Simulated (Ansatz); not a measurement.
Geometry optimisation, RKS BHLYP/6-31G* (Ansatz).

The input (input.yaml):

```yaml
crystal:
  periodic: [false, false, false]
  atoms:
    - { symbol: Al, position_ang: [0.1895, 0.0476, 0.3981] }
    - { symbol: S, position_ang: [-0.1894, 2.251, -1.0033] }
    - { symbol: "N", position_ang: [1.9401, -0.2166, 0.3487] }
    - { symbol: "N", position_ang: [-1.0446, -0.0495, 1.6665] }
    - { symbol: H, position_ang: [-0.523, 0.4964, -1.2125] }
    - { symbol: P, position_ang: [-0.9848, -1.2141, -1.6368] }
    - { symbol: H, position_ang: [-1.4034, 2.3656, -0.4823] }
    - { symbol: H, position_ang: [2.5648, 0.2748, -0.2781] }
    - { symbol: H, position_ang: [2.4981, -0.767, 0.986] }
    - { symbol: H, position_ang: [-0.8683, 0.0655, 2.6546] }
    - { symbol: H, position_ang: [-2.0456, -0.1192, 1.5293] }
    - { symbol: H, position_ang: [-0.3181, -1.8894, -0.5729] }
    - { symbol: H, position_ang: [0.1847, -1.245, -2.3973] }
basis:
  gaussian: { orbitals: "6-31G*" }
hamiltonian:
  xc: { name: BHLYP }
relax:
  f_tol: 0.15
  max_steps: 25
  restrain:
    - { distance: [0, 5], at: 3.58, k: 30.0 }
    - { distance: [4, 1], at: 2.66, k: 30.0 }
    - { distance: [0, 1], at: 2.26, k: 30.0 }
    - { distance: [4, 5], at: 1.38, k: 30.0 }
output:
  orbitals: {}
```

Run as:

```bash
$ ansatz run input.yaml --threads 2 --pin off --max-ram 3072MiB --backend cpu --events-out ev --progress --plain --runs-dir out
```

Question: Where does it end, and by what steps?

Answer: The forces met the threshold. The restraints hold the end off the free minimum. After 9 steps the energy has fallen by 2.002 eV (the restraints' own energy left out); H5 moved furthest, 0.84 Å. Joined: H5–P6 (1.82 → 1.39 Å).

```tsv
step	energy less start (eV)	largest force component (eV/Å)	accepted
0	0.0000	1.186	yes
1	-0.3448	1.907	yes
2	-0.8714	2.381	yes
3	-1.2757	2.048	yes
4	-1.7269	0.764	yes
5	-1.8750	0.607	yes
6	-1.9204	0.690	yes
7	-1.9587	0.964	yes
8	-1.9999	0.541	yes
9	-2.0016	0.528	yes
```

```xyz
13
Properties=species:S:1:pos:R:3
Al 0.369 0.666 0.549
S -0.124 2.303 -0.902
N 2.033 0.081 0.598
N -0.887 0.040 1.625
H -0.973 -0.147 -1.523
P -1.145 -1.478 -1.895
H -1.299 2.591 -0.334
H 2.816 0.558 0.192
H 2.329 -0.782 1.015
H -0.700 -0.472 2.465
H -1.874 0.195 1.524
H -0.615 -2.016 -0.709
H 0.070 -1.537 -2.606
```

Run time: 19 s on 2 threads of AMD EPYC 9R45 96-Core Processor (Zen 5) (shared host), peak memory 0.26 GiB.
